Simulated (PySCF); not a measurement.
## Spin-Hamiltonian simulation

Molecule: 4-pyridinecarboxaldehyde (O=Cc1ccncc1, C6H5NO).

Molfile (atoms numbered from 1):
```
C6H5NO
     RDKit          3D

 13 13  0  0  0  0  0  0  0  0999 V2000
    2.8295    0.9719    0.0110 O   0  0  0  0  0  0  0  0  0  0  0  0
    2.1363   -0.0079   -0.0538 C   0  0  0  0  0  0  0  0  0  0  0  0
    0.6623   -0.0048   -0.0167 C   0  0  0  0  0  0  0  0  0  0  0  0
   -0.0621   -1.1926   -0.1010 C   0  0  0  0  0  0  0  0  0  0  0  0
   -1.4458   -1.1200   -0.0618 C   0  0  0  0  0  0  0  0  0  0  0  0
   -2.1098    0.0173    0.0510 N   0  0  0  0  0  0  0  0  0  0  0  0
   -1.4239    1.1449    0.1306 C   0  0  0  0  0  0  0  0  0  0  0  0
   -0.0397    1.1947    0.1027 C   0  0  0  0  0  0  0  0  0  0  0  0
    2.5756   -1.0210   -0.1505 H   0  0  0  0  0  0  0  0  0  0  0  0
    0.4435   -2.1418   -0.1946 H   0  0  0  0  0  0  0  0  0  0  0  0
   -2.0556   -2.0117   -0.1244 H   0  0  0  0  0  0  0  0  0  0  0  0
   -2.0161    2.0458    0.2209 H   0  0  0  0  0  0  0  0  0  0  0  0
    0.5015    2.1256    0.1687 H   0  0  0  0  0  0  0  0  0  0  0  0
  1  2  2  0
  2  3  1  0
  3  4  2  0
  4  5  1  0
  5  6  2  0
  6  7  1  0
  7  8  2  0
  8  3  1  0
  2  9  1  0
  4 10  1  0
  5 11  1  0
  7 12  1  0
  8 13  1  0
M  END
```

- spin–spin couplings from B3LYP/pcJ-1 (spin–dipole term only in couplings to heteroatoms)
- GFN2-xTB structure
- GIAO PBE0/pcSseg-1 shieldings
- program: PySCF 2.14.0 with density-fitted response routines
- non-relativistic, no solvent, rapidly exchanging positions averaged, single conformer

Shifts are taken against calculated references (same method and geometry level): TMS for $^{1}$H.

Shifts (ppm): H10/H13 7.85, H11/H12 9.34.
Couplings (Hz): H10–H11, H12–H13: 5.6; H10–H12, H11–H13: 1.0; H10–H13: 1.3; H11–H12: -1.0.

The 4-spin Hamiltonian (Zeeman plus full scalar coupling among like nuclei) was diagonalised exactly; lines are Lorentzian, 0.5 Hz wide, and the maxima above 3 % are listed with the tallest set to 100.

Question: Give the $^{1}$H peak list of this spin system at 300 MHz.

Answer: 
δ in ppm (height): 9.351 (97), 9.348 (42), 9.348 (42), 9.345 (39), 9.335 (40), 9.333 (43), 9.332 (43), 9.329 (100), 7.861 (100), 7.858 (43), 7.857 (43), 7.855 (40), 7.845 (39), 7.843 (42), 7.842 (42), 7.839 (97)

Question: And at 600 MHz?

Answer: 
δ in ppm (height): 9.345 (99), 9.344 (43), 9.342 (39), 9.338 (40), 9.336 (43), 9.335 (100), 7.856 (100), 7.854 (43), 7.852 (40), 7.848 (39), 7.846 (43), 7.845 (99)

Question: Among coupled protons with different shifts, which pair is furthest from first order, and how does the field change that?

Answer: H10 and H11: Δν/J is about 79.8 at 300 MHz (close to first order) and 159.6 at 600 MHz (close to first order). J in Hz doesn't depend on the field, while Δν in Hz grows in proportion to it. The system also holds chemically equivalent protons that couple differently to a partner (AA′BB′ or AA′XX′ type), and that part stays second order at any field.

Unscaled 3J(H,H) at this level run about 10 % above measured values.
